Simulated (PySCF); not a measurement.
Correlation energy of Ag³⁶⁺ (silver, charge +36)

[Ne] 3s1, 2S determinant. Computed with PySCF 2.14 in an uncontracted even-tempered set (18 s from 5.9 bohr⁻², ratio 2.5; 12 p from 7.7 bohr⁻², ratio 2.5; 4 d from 29 bohr⁻², ratio 2.7; 4 f from 43 bohr⁻², ratio 2.7), with the spin-free X2C one-electron Hamiltonian (Gaussian nucleus). Frozen: 1s2; 9 electrons correlated; the 22 highest virtual orbitals of each spin left out.

```csv
level,correlation energy (mhartree)
CCSD,-330.60
(T),-0.13
CCSD(T),-330.73
```

Diagnostics: T1 = 9.8e-05, D1 = 0.0004, largest double amplitude 0.003.

Cost of the coupled-cluster step: about 13 core-seconds, for 9 correlated electrons.

Iterations:

```
CC2 = 0
CCSD nocc = (np.int64(5), np.int64(4)), nmo = (79, 79)
frozen orbitals [[0, 80, 81, 82, 83, 84, 85, 86, 87, 88, 89, 90, 91, 92, 93, 94, 95, 96, 97, 98, 99, 100, 101], [0, 80, 81, 82, 83, 84, 85, 86, 87, 88, 89, 90, 91, 92, 93, 94, 95, 96, 97, 98, 99, 100, 101]]
max_cycle = 100
direct = 0
conv_tol = 1e-08
conv_tol_normt = 1e-06
diis_space = 8
diis_start_cycle = 0
Init t2, MP2 energy = -0.329023010614242
Init E_corr(UCCSD) = -0.329023010614242
cycle = 1  E_corr(UCCSD) = -0.33053673168247  dE = -0.00151372107  norm(t1,t2) = 0.000545004
cycle = 2  E_corr(UCCSD) = -0.330601025195058  dE = -6.42935126e-05  norm(t1,t2) = 2.64478e-05
cycle = 3  E_corr(UCCSD) = -0.330602906287743  dE = -1.88109268e-06  norm(t1,t2) = 1.62396e-06
cycle = 4  E_corr(UCCSD) = -0.330602888262115  dE = 1.80256279e-08  norm(t1,t2) = 1.17099e-08
cycle = 5  E_corr(UCCSD) = -0.330602887848281  dE = 4.13833856e-10  norm(t1,t2) = 3.9184e-10
UCCSD converged
E(UCCSD) = -4214.010573239113  E_corr = -0.3306028878482809
UCCSD(T) correction = -0.000128850586621439
```

At this charge the one-electron X2C treatment keeps the bare 1/r₁₂, with no two-electron picture change or Breit term. The effect here is smaller than on the frozen 1s shell; and a scalar Hamiltonian misses the large spin-orbit splitting of the p shells, which matters for ns² → np² pairs.
